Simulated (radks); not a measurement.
The numbers below are computed, except where a source is named.
Excited configurations of neutral titanium: one electron is placed in a higher orbital outside [Ar] 3d2 4s1. The ground configuration is [Ar] 3d2 4s2. Level of theory: non-relativistic Kohn-Sham, PBEsol, spin-unpolarised, spherical densities, point nucleus (a radial shooting solver on a logarithmic mesh with Libxc functionals). Excitation = E - E(ground); binding = E(ion) - E, where the ion is the core of charge +1; n* = 1/sqrt(2 binding) in atomic units, and the quantum defect is n - n*.

outer orbital  excitation (eV)  binding (eV)     n*  quantum defect  eigenvalue (eV)  <r> (bohr)
4p                       3.030         4.268  1.786           2.214           -2.076       4.613
4f                       6.390         0.908  3.871           0.129           -0.426       17.30
5f                       6.670         0.628  4.654           0.346           -0.360       29.32
6s                       6.045         1.253  3.295           2.705           -0.769       17.47
6p                       6.291         1.007  3.675           2.325           -0.619       20.92
6f                       6.843         0.455  5.469           0.531           -0.281       43.90
7s                       6.510         0.788  4.156           2.844           -0.506       28.27
7p                       6.636         0.662  4.535           2.465           -0.423       33.03
7d                       6.820         0.478  5.335           1.665           -0.309       44.72
7f                       6.954         0.345  6.284           0.716           -0.224       61.60

The Delta-SCF ionisation energy is 7.298 eV (NIST Atomic Spectra Database: 6.828 eV, measured). Self-interaction in the functional shifts the binding energies and quantum defects, so they are the method's values and not measured ones. Spin polarisation and multiplet splitting are left out, so open shells lie too high by an amount that depends on their filling.

Beside tabulated values, note that spin-unpolarised runs miss the spin-polarisation part of the exchange energy of open shells.
